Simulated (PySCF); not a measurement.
## Ca: interval between two levels

Ca [Ar] 4s2 → Ca [Ar] 3d1 4s1 [3D3, M_J = 3], as a difference of total energies. All numbers are calculated (PySCF 2.14, the two-component X2C-1e Hamiltonian, in x2c-TZVPall-2c (6s7p3d, 42 functions)). Correlated levels: [Ne] frozen; the 6 highest virtual spinors dropped. "Screened" scales the spin-orbit matrix elements by Boettger's factors to mimic the two-electron term; Breit and QED terms are absent.

```
                    method  interval between two levels (cm⁻¹)
           GHF (spin-free)                               20135
          GMP2 (spin-free)                               26052
 GHF (screened spin-orbit)                               20137
GMP2 (screened spin-orbit)                               26062
```

Errors of the correlated levels include the incompleteness of this basis and the frozen core.

The labels give the starting determinants; with spin-orbit coupling the two ends relaxed to ⟨J²⟩ = 0.00, ⟨L²⟩ = 0.00, ⟨S²⟩ = 0.00 and ⟨J²⟩ = 12.00, ⟨L²⟩ = 6.00, ⟨S²⟩ = 2.00.

For comparison: 20371 cm⁻¹ (measured; NIST Handbook of Basic Atomic Spectroscopic Data (Sansonetti and Martin, J. Phys. Chem. Ref. Data 34, 1559 (2005))).
